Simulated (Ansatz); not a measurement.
Species: TlI, charge 0, singlet. TlI (SMILES [I][Tl]).
B3LYP-D3(BJ)/def2-TZVP minimum from Ansatz (an electronic-structure program):
```
Tl
I 1 2.8762
```
Charge 0, spin multiplicity 1.

Total energies in hartree (Ansatz). Radicals and triplets start from unrestricted determinants; spin-orbit coupling is neglected. Cores are frozen in correlated methods (noble-gas shells, and filled d and f shells in the p block). Past Kr the def2 sets carry scalar-relativistic core potentials. For partners of very few electrons the exact lower level stands in for a higher one. Spin-orbit terms, left out, reach several kcal/mol for Br and I, and more for heavier atoms.

| species | HF/def2-TZVPP | CCSD(T)/def2-TZVPP | HF/def2-QZVPP | CCSD(T)/def2-QZVPP | CCSDT(Q)/def2-QZVPP |
|---|---|---|---|---|---|
| 1: TlI (SMILES [Tl][I]) | -468.26634 | -468.46912 | -468.26790 | -468.49475 | -468.49588 |
| 2: Tl (doublet) | -171.51500 | -171.55073 | -171.51555 | -171.55246 | -171.55262 |
| 3: I (doublet) | -296.65857 | -296.79430 | -296.65973 | -296.81374 | -296.81455 |

Question: Work out the atomisation energy (electronic, to ground-state atoms) in kcal/mol: take Hartree-Fock from def2-QZVPP, extrapolate the CCSD(T) correlation energy as X^-3 (X = 3, 4), and add CCSDT(Q) - CCSD(T) in def2-QZVPP. 1 hartree = 627.51 kcal/mol.

Answer: 
Species 1: correlation (64·(-0.22685) - 27·(-0.20278))/37 = -0.24441; step -0.00113; E1 = -468.26790 + (-0.24441) + (-0.00113) = -468.51344
Species 2: correlation (64·(-0.03691) - 27·(-0.03573))/37 = -0.03777; step -0.00016; E2 = -171.51555 + (-0.03777) + (-0.00016) = -171.55348
Species 3: correlation (64·(-0.15401) - 27·(-0.13573))/37 = -0.16735; step -0.00081; E3 = -296.65973 + (-0.16735) + (-0.00081) = -296.82789
-1·E1 +1·E2 +1·E3 = 0.13207 hartree = 82.9 kcal/mol.
